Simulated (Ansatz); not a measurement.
Basis sets compared for Sr2S2 (the lowest singlet isomer of a short search). Total charge 0; singlet. Geometry B3LYP-D4/def2-TZVP. Ansatz on 4 threads of Arm Neoverse V2 on a shared host; times are rough, and most runs start from earlier orbitals.

```
atom   x (Å)   y (Å)   z (Å)
 Sr1   0.190   1.140   1.401
 Sr2  -0.193  -1.139  -1.401
  S3   0.935   1.282  -1.170
  S4  -0.932  -1.284   1.171
```

In the def2 sets Sr takes a core potential; there is no spin–orbit coupling. The structure comes from a short search, and lower isomers may exist.

Binding counts from free atoms (Sr singlet, S triplet) in the same basis, without a counterpoise term.

```csv
level,functions,energy (Eh),HOMO (eV),LUMO (eV),binding per atom (eV),wall time
PBE-D4/def2-SVP,82,-857.3962,-4.13,-2.05,3.05,0.8 s
PBE-D4/def2-TZVP,140,-857.6854,-4.14,-2.04,3.00,1.4 s
r2SCAN-D4/def2-TZVP (with forces),140,-858.0002,-4.23,-1.53,3.10,3.6 s
PBE0-D4/def2-SVP,82,-857.4482,-5.01,-1.50,2.97,1.2 s
PBE0-D4/def2-TZVP,140,-857.7336,-5.02,-1.49,2.93,1.6 s
```

(1) Estimate the rows for PBE-D4/def2-TZVPD, r2SCAN-D4/def2-TZVPD, PBE0-D4/def2-TZVPD.

Results:

(1) 
| level | functions | energy (Eh) | HOMO (eV) | LUMO (eV) | binding per atom (eV) | wall time |
| --- | --- | --- | --- | --- | --- | --- |
| PBE-D4/def2-TZVPD | 158 | -857.6866 | -4.15 | -2.04 | 3.00 | 1.4 s |
| r2SCAN-D4/def2-TZVPD | 158 | -858.0015 | -4.23 | -1.51 | 3.10 | 3.8 s |
| PBE0-D4/def2-TZVPD | 158 | -857.7350 | -5.03 | -1.48 | 2.93 | 1.9 s |
